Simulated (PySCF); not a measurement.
SnI, SMILES [I][Sn] (connectivity only; charge and spin as stated), neutral, multiplicity 2.

The structure is a stationary point at PBE0-D3(BJ)/def2-TZVP. The multiplicity is an assumed one; other spin states were not compared. The def2 effective core potentials stand for the cores of I, Sn; spin–orbit coupling is left out.

Level of theory: PBE0-D3(BJ)/def2-TZVP (PySCF 2.14.0).

Frequencies are harmonic and unscaled.

| mode | ν (cm⁻¹) | IR (km/mol) | moving atoms (share of kinetic energy) |
|---|---|---|---|
| 1 | 196 | 22.7 | Sn 52 %, I 48 % |
